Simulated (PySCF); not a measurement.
Members of one series of related molecules.

All values: wB97X-D/def2-SVPD (PySCF) at PBE0-D3(BJ)/def2-SVP geometries, gas phase, one conformer each. Core orbitals are frozen in the response; Δα² is half the sum of the squared differences of the principal polarisabilities. The calculation is non-relativistic, for selenium and bromine too. Dipoles and anisotropies that the point group forbids are given as zero.

Question: Rank by mean static polarisability, highest first.
A. `[H][Ti]([H])([H])[H]`
B. `C[Se][Ti]([Se]C)([Se]C)[Se]C`
C. `[F][Ti]([F])([F])[F]`
D. `[SH][Ti]([SH])([SH])[SH]`
E. `[OH][Ti]([OH])([OH])[OH]`

Answer: B (31.60 Å³), D (18.95 Å³), E (7.80 Å³), A (7.15 Å³), C (4.75 Å³).

Question: Rank by polarisability anisotropy Δα, highest first.
A. `[F][Ti]([F])([F])[F]`
B. `C[Se][Ti]([Se]C)([Se]C)[Se]C`
C. `[OH][Ti]([OH])([OH])[OH]`
D. `[Br][Ti]([Br])([Br])[Br]`

Answer: B (2.86 Å³), C (0.83 Å³), D (0.26 Å³), A (0.00 Å³).

Question: Rank by HOMO–LUMO gap, lowest first.
A. `[H][Ti]([H])([H])[H]`
B. `C[Se][Ti]([Se]C)([Se]C)[Se]C`
C. `[OH][Ti]([OH])([OH])[OH]`
D. `[Br][Ti]([Br])([Br])[Br]`
E. `[F][Ti]([F])([F])[F]`

Answer: B (7.35 eV), D (8.31 eV), A (9.83 eV), C (11.65 eV), E (13.30 eV).

All values together:

```csv
SMILES,formula,μ (D),HOMO (eV),LUMO (eV),α (Å³),Δα (Å³),electrons,α per electron (Å³)
[SH][Ti]([SH])([SH])[SH],H4S4Ti,0.00,-9.74,-1.42,18.95,0.79,90,0.211
[H][Ti]([H])([H])[H],TiH4,0.00,-10.86,-1.03,7.15,0.00,26,0.275
[OH][Ti]([OH])([OH])[OH],H4O4Ti,0.00,-11.06,0.58,7.80,0.83,58,0.135
[Br][Ti]([Br])([Br])[Br],TiBr4,0.00,-10.59,-2.28,18.89,0.26,162,0.117
C[Se][Ti]([Se]C)([Se]C)[Se]C,C4H12Se4Ti,0.47,-8.33,-0.98,31.60,2.86,194,0.163
[F][Ti]([F])([F])[F],TiF4,0.00,-14.69,-1.38,4.75,0.00,58,0.082
```

Conformers: `C[Se][Ti]([Se]C)([Se]C)[Se]C` (singlet state).

Q: How closely does the mean polarisability follow the number of electrons in this set?

A: The correlation coefficient is 0.91; α per electron runs from 0.082 to 0.275 Å³.
